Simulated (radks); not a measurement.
Results of a calculation; reference values are marked as such.
Task: Neutral barium, 56 electrons, occupied as [Kr] 4d10 5s1.5 5p6 6s2 6p0.5 (fractional occupations, a model configuration). Code: a radial shooting solver on a logarithmic mesh with Libxc functionals. Model: Dirac Kohn-Sham, PBE, spin-unpolarised, spherical densities, finite nucleus; open shells are shared between the two j in proportion to 2j + 1; Fermi nuclear charge, rms radius 4.8378 fm. Some entries of the table are withheld. Estimate them.

orbital      occ.  eigenvalue (eV)  <r^2> (bohr^2)  <1/r> (bohr^-1)
1s1/2           2        -37229.91       0.0008885            60.70
2s1/2           2        -5885.565         0.01415            14.25
2p1/2           2        -5544.424         0.01041            14.23
2p3/2           4        -5162.691         0.01168            12.99
3s1/2           2        -1245.356         0.09731            5.121
3p1/2           2              (1)         0.09212            5.033
3p3/2           4              (2)         0.09985            4.724
3d3/2           4        -777.0737         0.08261              (3)
3d5/2           6        -761.3448         0.08482              (4)
4s1/2           2              (5)          0.5124            2.103
4p1/2           2        -195.2127          0.5523            1.997
4p3/2           4        -179.8267          0.5959            1.897
4d3/2           4         -94.7558          0.7320              (6)
4d5/2           6         -92.1374          0.7503              (7)
5s1/2         1.5         -36.4744           2.960           0.8155
5p1/2           2         -22.7560           3.797           0.7162
5p3/2           4         -20.5895           4.138           0.6819
6s1/2           2          -4.0229           22.80           0.2798
6p1/2    0.166667          -1.8392           37.48           0.2173
6p3/2    0.333333          -1.6658           40.75           0.2081

Result: 
(1) 3p1/2 eigenvalue (eV): -1102.145
(2) 3p3/2 eigenvalue (eV): -1028.357
(3) 3d3/2 <1/r> (bohr^-1): 4.585
(4) 3d5/2 <1/r> (bohr^-1): 4.506
(5) 4s1/2 eigenvalue (eV): -247.2843
(6) 4d3/2 <1/r> (bohr^-1): 1.672
(7) 4d5/2 <1/r> (bohr^-1): 1.647
